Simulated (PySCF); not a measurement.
Tin: a sound run and one with changed settings

Sound run: Sn²⁺ [Kr] 4d10 5s2, Sn³⁺ [Kr] 4d10 5s1. Calculation: PySCF 2.14, in cc-pVDZ-PP with ECP28MDF (4s3p2d, 23 functions); scalar relativity through the core potential. The sound run starts from symmetry-adapted Hartree-Fock orbitals and uses a fine grid where one is needed.

Changed run: 6 angular points. This setting is unsound on purpose.

```json
{"species": "Sn²⁺", "method": "UHF", "sound run (hartree)": "-212.57873", "changed run (hartree)": "-212.57873", "converged": "yes"}
{"species": "Sn²⁺", "method": "r2SCAN", "sound run (hartree)": "-213.52404", "changed run (hartree)": "-214.21918", "converged": "yes"}
{"species": "Sn²⁺", "method": "B3LYP", "sound run (hartree)": "-213.52864", "changed run (hartree)": "-213.83122", "converged": "yes"}
{"species": "Sn³⁺", "method": "UHF", "sound run (hartree)": "-211.52979", "changed run (hartree)": "-211.52979", "converged": "yes"}
{"species": "Sn³⁺", "method": "r2SCAN", "sound run (hartree)": "-212.40434", "changed run (hartree)": "-213.02999", "converged": "yes"}
{"species": "Sn³⁺", "method": "B3LYP", "sound run (hartree)": "-212.39556", "changed run (hartree)": "-212.65923", "converged": "yes"}
```

Ionisation energy of Sn²⁺:

```json
{"method": "UHF", "sound run (eV)": "28.543", "changed run (eV)": "28.543"}
{"method": "r2SCAN", "sound run (eV)": "30.469", "changed run (eV)": "32.360"}
{"method": "B3LYP", "sound run (eV)": "30.833", "changed run (eV)": "31.891"}
```

A coarse angular grid integrates products of high-l functions wrongly, so density functionals can shift, and the SCF can exploit the error; Hartree-Fock and MP2 need no grid.

For comparison, NIST gives 30.506 eV between the lowest levels.
